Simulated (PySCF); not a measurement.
```xyz
3
charge 0 multiplicity 3, angstrom
W     0.0000    0.0000   -0.3033
S     1.7876    0.0000    0.8718
S    -1.7876    0.0000    0.8718
```

Method: UB3LYP/[W def2-SVP with ECP60, S def2-SVP], scalar-relativistic core potentials, density fitting, no spin–orbit coupling, PySCF.

This geometry of WS₂ is a stationary point at this level.

What is the point group?

C2v.

Is it a minimum?

Yes: all harmonic wavenumbers are real.

List the harmonic modes with their infrared intensities.


| symmetry | ω (cm⁻¹) | IR (km/mol) | type |
| --- | --- | --- | --- |
| a1 | 165 | 0.1 | bend |
| b2 | 525 | 72.4 | stretch |
| a1 | 537 | 7.9 | stretch |

What is the atomisation energy, with and without zero-point energy?

948 kJ/mol without, 940 kJ/mol with.

In C2v the vibrations span 2a1 + b2. Here b1 is antisymmetric to the molecular plane and b2 lies in it.

Other isomers or separated fragments may lie lower. Other spin states or occupations of the open shell can lie lower. Spin–orbit coupling, left out here, can matter for elements this heavy.
